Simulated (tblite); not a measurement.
Start geometry of `CCCCC(=O)Cl` from a force field or distance geometry (Å):
```
atom  x, y, z in Å
C1    -2.3831   -0.3099    0.1732
C2    -1.0359    0.1518    0.6678
C3     0.0782   -0.1461   -0.3395
C4     1.4341    0.3229    0.1579
C5     2.5444    0.0360   -0.8240
O6     2.3446   -0.4956   -1.9217
Cl7    4.0928    0.5709   -0.2331
H8    -3.1572   -0.0856    0.9237
H9    -2.3940   -1.3878   -0.0177
H10   -2.6640    0.2089   -0.7483
H11   -0.8107   -0.3659    1.6195
H12   -1.0709    1.2187    0.8930
H13    0.0922   -1.2162   -0.5501
H14   -0.1573    0.3636   -1.2909
H15    1.6702   -0.1979    1.1024
H16    1.4090    1.3944    0.3763
```

Q: What comes out of this run: GFN2-xTB geometry optimisation, gas phase in tblite 0.8.0?

A: 
```
atom  x, y, z in Å
C1    -2.4027   -0.3088    0.1777
C2    -1.0387    0.1478    0.6810
C3     0.0590   -0.1434   -0.3394
C4     1.4298    0.3129    0.1601
C5     2.5008    0.0298   -0.8358
O6     2.4138   -0.4760   -1.9009
Cl7    4.0950    0.5644   -0.2474
H8    -3.1731   -0.0961    0.9146
H9    -2.3991   -1.3789   -0.0164
H10   -2.6601    0.2055   -0.7454
H11   -0.8080   -0.3626    1.6190
H12   -1.0680    1.2205    0.8856
H13    0.0922   -1.2141   -0.5484
H14   -0.1678    0.3657   -1.2778
H15    1.6892   -0.1906    1.0949
H16    1.4299    1.3862    0.3674
```

The energy falls by 0.175 eV over 18 L-BFGS steps, the largest force on an atom goes from 3.69 to 0.009 eV/Å, and the atoms move by 0.026 Å rms after alignment. The bond that changes most is C5=O6 (acyl halide carbon to carbonyl oxygen), which shortens by 0.054 Å. Bonds longer at the end by more than 0.005 Å: 3 of 15; shorter: 8. Among the angles that change most is C4–C5–O6, from 122.7° to 129.1°. Rotational constants go from 6453, 792.1, 718.2 to 6633, 786.3, 715.4 MHz. The orientation of the end geometry is arbitrary; only internal coordinates are fixed.

Its GFN2-xTB frequencies are all real (lowest 44 cm⁻¹). The numbers are those of one conformer.

The numbers are calculated, not measured.
